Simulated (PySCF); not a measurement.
Distorted geometries of [Lu(H2S)3]3+

[Lu(H2S)3]3+ (singlet in the valence; each metal's 4f electrons, 14 of them, lie in its core potential, out of spins and levels). PySCF 2.14.0, RKS r2SCAN, Lu lcecp-1-SVP with ECP60, S def2-SVP, H def2-SVP; non-relativistic Hamiltonian with scalar-relativistic core potentials where named; density fitting; no spin-orbit coupling. Relaxed geometry:

```xyz
10

Lu   -0.0001   -0.0235    1.1427
S     2.4771    0.1452   -0.0476
H     3.3795   -0.3295    0.8700
H     2.5397   -0.9512   -0.8661
S    -1.2860    2.0440   -0.1350
H    -1.4421    3.0323    0.8039
H    -0.2967    2.6851   -0.8318
S    -1.1823   -2.1688   -0.1232
H    -1.9487   -2.7995    0.8243
H    -2.2405   -1.6342   -0.8094
```

Q: Order these distorted geometries by energy above the relaxed one, lowest first.
A.
```xyz
10

Lu    0.0566    0.0007    1.1758
S     2.4170    0.0965   -0.0375
H     3.3461   -0.3160    0.9517
H     2.5027   -0.9437   -0.8739
S    -1.2377    2.0983   -0.1072
H    -1.4425    3.0615    0.7610
H    -0.2937    2.6657   -0.8142
S    -1.1861   -2.1448   -0.2266
H    -1.9102   -2.7797    0.8312
H    -2.2522   -1.7385   -0.8325
```
B.
```xyz
10

Lu    0.0316    0.0384    1.1478
S     2.4537    0.1463    0.0035
H     3.3712   -0.2619    0.8121
H     2.5341   -0.9214   -0.8848
S    -1.3061    1.9975   -0.0884
H    -1.4409    2.9799    0.8365
H    -0.3028    2.6542   -0.8282
S    -1.1314   -2.1659   -0.1938
H    -1.9365   -2.7932    0.8373
H    -2.2728   -1.6740   -0.8140
```
C.
```xyz
10

Lu    0.0276   -0.0338    1.1363
S     2.4927    0.1508   -0.0299
H     3.3369   -0.2851    0.8723
H     2.5337   -0.9727   -0.8512
S    -1.2341    2.0311   -0.1514
H    -1.4575    3.0521    0.7943
H    -0.2977    2.6816   -0.8748
S    -1.1564   -2.1928   -0.1080
H    -2.0182   -2.7810    0.8620
H    -2.2270   -1.6501   -0.8217
```

A: C (0.13 eV), B (0.26 eV), A (0.33 eV).

Q: Which forces (eV/Å) act in the one that lies 0.13 eV up?

A: 
```
Lu  -0.12  0.02  0.06
S   -1.11  0.25 -1.54
H    1.14 -0.57  1.13
H    0.11  0.44  0.32
S   -0.62  0.26  0.79
H    0.13 -0.58 -0.57
H    0.32  0.26 -0.20
S   -1.20 -0.24  0.46
H    0.79  0.36 -0.66
H    0.54 -0.20  0.21
```
Forces carry noise of the integration grid, about 0.01 to 0.03 eV/Å.

No frequency check is given that shows the relaxed geometry to be a minimum. An lcecp potential fixes the number of 4f electrons, so in runs with it no electron can move into or out of that shell.
